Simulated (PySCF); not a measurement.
H10GeSi3 (SMILES [SiH3][GeH]([SiH3])[SiH3]), singlet, geometry from GFN2-xTB; DF-PBE/pcseg-2 (PySCF).

The PySCF input:
```python
from pyscf import gto, scf, dft

mol = gto.Mole()
mol.atom = '''
    Ge   -0.12664775    0.11487610    0.29596047
    Si    0.04063788    2.06792160   -1.00846619
    Si   -1.74590784   -1.44270553   -0.40899326
    Si    1.95267155   -0.85091197    0.83118428
    H    -0.66225771    0.61641130    1.64474219
    H     0.58053399    1.73340262   -2.32985714
    H     0.94197096    3.05494814   -0.40874031
    H    -1.25246769    2.72289896   -1.21893423
    H    -3.08087592   -0.85519604   -0.54244960
    H    -1.85441076   -2.57640517    0.51276830
    H    -1.37383115   -1.98368871   -1.71979479
    H     2.59979030   -1.33045915   -0.39394905
    H     2.86919828    0.10127744    1.46251541
    H     1.82145504   -1.99948226    1.73081676
'''
mol.basis = 'pcseg-2'
mol.verbose = 4
mol.max_memory = 1800
mol.build()

mf = dft.RKS(mol)
mf.xc = 'pbe'
mf = mf.density_fit(auxbasis='def2-universal-jkfit')
mf.kernel()
```

Question: What does PySCF print? Leave out banner, timings and long lists.

Answer: 
```
PySCF version 2.14.0

[INPUT] verbose = 4
[INPUT] num. atoms = 14
[INPUT] num. electrons = 84
[INPUT] charge = 0
[INPUT] spin (= nelec alpha-beta = 2S) = 0
[INPUT] symmetry False subgroup None
[INPUT] Mole.unit = angstrom
[INPUT] Symbol           X                Y                Z      unit          X                Y                Z       unit  Magmom
[...]
nuclear repulsion = 527.378803203902
number of shells = 46
number of NR pGTOs = 481
number of NR cGTOs = 285
basis = pcseg-2
ecp = {}

******** <class 'pyscf.df.df_jk.DFRKS'> ********
method = DFRKS
initial guess = minao
damping factor = 0
level_shift factor = 0
DIIS = <class 'pyscf.scf.diis.CDIIS'>
diis_start_cycle = 1
diis_space = 8
diis_damp = 0
SCF conv_tol = 1e-09
SCF conv_tol_grad = None
SCF max_cycles = 50
direct_scf = False
XC library pyscf.dft.libxc version 7.1.2
    S. Lehtola, C. Steigemann, M. J. T. Oliveira, and M. A. L. Marques,  SoftwareX 7, 1–5 (2018)
XC functionals = pbe
    J. P. Perdew, K. Burke, and M. Ernzerhof,  Phys. Rev. Lett. 77, 3865 (1996)
    J. P. Perdew, K. Burke, and M. Ernzerhof,  Phys. Rev. Lett. 78, 1396 (1997)
    J. P. Perdew, K. Burke, and M. Ernzerhof,  Phys. Rev. Lett. 77, 3865 (1996)
    J. P. Perdew, K. Burke, and M. Ernzerhof,  Phys. Rev. Lett. 78, 1396 (1997)
radial grids:
    Treutler-Ahlrichs [JCP 102, 346 (1995); DOI:10.1063/1.469408] (M4) radial grids

becke partition: Becke, JCP 88, 2547 (1988); DOI:10.1063/1.454033
pruning grids: <function nwchem_prune>
grids dens level: 3
symmetrized grids: False
atomic radii adjust function: <function treutler_atomic_radii_adjust>
small_rho_cutoff = 0
Set gradient conv threshold to 3.16228e-05
Initial guess from minao.
tot grids = 176264
init E= -2949.96846328735
[...]
cycle= 1 E= -2950.74253131267  delta_E= -0.774  |g|= 0.682  |ddm|= 2.89
[...]
cycle= 2 E= -2950.72325680332  delta_E= 0.0193  |g|= 0.725  |ddm|= 0.837
[...]
cycle= 3 E= -2950.78900835289  delta_E= -0.0658  |g|= 0.12  |ddm|= 0.585
[...]
cycle= 4 E= -2950.79353445491  delta_E= -0.00453  |g|= 0.0235  |ddm|= 0.178
[...]
cycle= 5 E= -2950.79375729744  delta_E= -0.000223  |g|= 0.0038  |ddm|= 0.0335
[...]
cycle= 6 E= -2950.7937605236  delta_E= -3.23e-06  |g|= 0.00161  |ddm|= 0.00531
[...]
cycle= 7 E= -2950.79376155615  delta_E= -1.03e-06  |g|= 0.000319  |ddm|= 0.00233
[...]
cycle= 8 E= -2950.79376159529  delta_E= -3.91e-08  |g|= 5.7e-05  |ddm|= 0.000445
[...]
cycle= 9 E= -2950.79376159635  delta_E= -1.06e-09  |g|= 6.94e-06  |ddm|= 7.37e-05
[...]
cycle= 10 E= -2950.79376159636  delta_E= -8.19e-12  |g|= 1.26e-06  |ddm|= 1.1e-05
[...]
Extra cycle  E= -2950.79376159635  delta_E= 1.82e-12  |g|= 1.51e-06  |ddm|= 3.49e-06
converged SCF energy = -2950.79376159635
```
